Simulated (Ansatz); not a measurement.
Relaxation of ClGeH5OSn (9 atoms, charge 0, multiplicity 1), to a largest force component of 0.02 eV/Å in at most 50 steps.

The calculation used Ansatz 0.2.0, RKS PBE0/def2-SVP.

```xyz
9
Properties=species:S:1:pos:R:3
O 0.233 1.986 -0.953
Ge 0.865 0.743 0.073
Cl 2.565 -0.123 -0.911
Sn -0.845 -1.084 0.456
H -0.130 1.548 -1.791
H 1.290 1.367 1.435
H -1.371 -1.767 -1.079
H -0.206 -2.340 1.461
H -2.311 -0.376 1.293
```

Where does it end, and by what steps?

The run converged. After 7 steps the energy has fallen by 0.282 eV; H6 moved furthest, 0.20 Å.

```tsv
step	energy less start (eV)	largest force component (eV/Å)	accepted
0	0.0000	2.507	yes
1	-0.0982	2.008	yes
2	-0.2507	0.844	yes
3	-0.1686	1.338	no
4	-0.2744	0.360	yes
5	-0.2786	0.089	yes
6	-0.2813	0.033	yes
7	-0.2817	0.013	yes
```

```xyz
9
Properties=species:S:1:pos:R:3
O 0.235 2.029 -0.970
Ge 0.833 0.751 0.110
Cl 2.539 -0.210 -0.856
Sn -0.924 -1.146 0.498
H -0.040 1.698 -1.832
H 1.364 1.518 1.330
H -1.384 -1.765 -1.031
H -0.226 -2.393 1.437
H -2.307 -0.528 1.297
```

Whether the end is a true minimum wasn't checked by a vibrational analysis.

The run took 46 s on 2 threads of Intel(R) Xeon(R) Platinum 8488C (Sapphire Rapids), with other jobs on the host, peak memory 0.34 GiB.
